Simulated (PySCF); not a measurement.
# Trend along group 15: MLi molecules

CCSD(T) with double-zeta basis sets in PySCF, for the lowest determinant that a PBE0 search found; no spin–orbit coupling. De refers to high-spin ground-configuration atoms.

| M | basis | reference, frozen orbitals | state (unpaired electrons) | Re (Å) | ωe (cm⁻¹) | De (eV) |
| --- | --- | --- | --- | --- | --- | --- |
| P | def2-SVPD | UHF, 5 | triplet (π ↑↑) | 2.371 | 465 | 1.36 |
| As | cc-pVDZ/cc-pVDZ-PP | UHF, 4 | triplet (π ↑↑) | 2.471 | 419 | 1.24 |
| Sb | def2-SVP | UHF, 4 | triplet (π ↑↑) | 2.671 | 371 | 1.09 |
| Bi | def2-SVP | UHF, 4 | triplet (π ↑↑) | 2.747 | 347 | 1.01 |

The shortest bond is that of LiP (2.371 Å), the longest that of LiBi (2.747 Å).

The rows differ in basis set, which adds steps of its own.

Down a group the atoms grow and get heavier, so bonds lengthen and wavenumbers fall; this series shows no clear exception.

Correlated steps freeze the inner cores (4 to 5 orbitals); shallow outer-core shells are correlated. Correlated levels converge slowly with the basis: in double zeta they bind strong bonds too weakly, by up to about 1 eV, and carry superposition errors of some tenths. These are scalar-relativistic numbers at best; spin–orbit coupling would shift them, the dissociation energy most. States were picked by a PBE0 search and need not be the measured ground states.
